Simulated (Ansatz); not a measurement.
SbH2(SMe) (CH5SSb), 8 atoms. Hardware: 4 threads of Arm Neoverse V1 on a shared host.

In the def2 sets Sb takes a core potential; there is no spin–orbit coupling. Correlated methods freeze 10 core orbitals; core or outer-core shells of Sb are correlated, in sets that lack core-valence functions.

Question: How many basis functions does each of these Ansatz runs have, and roughly what does it cost? PBE0-D4/def2-TZVP, charge 1 doublet, energy, from earlier orbitals; PBE0-D4/def2-SVP, charge 0 singlet, energy with a search over starts; CCSD(T)/def2-TZVPP, charge 0 singlet, energy, from earlier orbitals; PBE0-D4/def2-TZVP, charge 1 doublet at the geometry of the charge 0 singlet, energy, from earlier orbitals; LC-ωPBE (ω = 0.10 bohr⁻¹)/def2-TZVP, charge 0 singlet, energy, from earlier orbitals; HF/STO-3G, charge 0 singlet, energy; LC-ωPBE (ω = 0.30 bohr⁻¹)/def2-TZVP, charge 0 singlet, energy, from earlier orbitals; PBE0-D4/def2-TZVP, charge 0 singlet, energy, from earlier orbitals; LC-ωPBE/def2-TZVP, charge 0 singlet, energy, from earlier orbitals; LC-ωPBE (ω = 0.10 bohr⁻¹)/def2-TZVP, charge 1 doublet at the geometry of the charge 0 singlet, energy, from earlier orbitals; r2SCANh-D4/def2-TZVP, charge 0 singlet, energy, from earlier orbitals; r2SCAN-D4/def2-TZVP, charge 1 doublet at the geometry of the charge 0 singlet, energy, from earlier orbitals.

Answer: Other jobs shared the machine, so times can vary by a factor of up to 3. A dash marks memory too small to be measured apart from the calling script's.

```
                                                                                                                         run  functions  fitting or Cholesky vectors  wall time  peak host memory (GiB)
                                                                                         HF/STO-3G, charge 0 singlet, energy         46                          510      0.2 s                       –
                                                        PBE0-D4/def2-SVP, charge 0 singlet, energy with a search over starts         83                          899      1.2 s                       –
                                        LC-ωPBE (ω = 0.30 bohr⁻¹)/def2-TZVP, charge 0 singlet, energy, from earlier orbitals        148                         1044      1.4 s                       –
                                                          PBE0-D4/def2-TZVP, charge 0 singlet, energy, from earlier orbitals        148                         1112      1.5 s                       –
                                                          LC-ωPBE/def2-TZVP, charge 0 singlet, energy, from earlier orbitals        148                         1044      1.5 s                       –
                                        LC-ωPBE (ω = 0.10 bohr⁻¹)/def2-TZVP, charge 0 singlet, energy, from earlier orbitals        148                         1044      1.6 s                       –
                                                          PBE0-D4/def2-TZVP, charge 1 doublet, energy, from earlier orbitals        148                         1112      2.8 s                       –
                                                       r2SCANh-D4/def2-TZVP, charge 0 singlet, energy, from earlier orbitals        148                         1047        3 s                       –
                  PBE0-D4/def2-TZVP, charge 1 doublet at the geometry of the charge 0 singlet, energy, from earlier orbitals        148                         1112      3.3 s                       –
                r2SCAN-D4/def2-TZVP, charge 1 doublet at the geometry of the charge 0 singlet, energy, from earlier orbitals        148                         1044        6 s                       –
LC-ωPBE (ω = 0.10 bohr⁻¹)/def2-TZVP, charge 1 doublet at the geometry of the charge 0 singlet, energy, from earlier orbitals        148                         1044      7.5 s                       –
                                                         CCSD(T)/def2-TZVPP, charge 0 singlet, energy, from earlier orbitals        193                         1265       58 s                     2.4
```
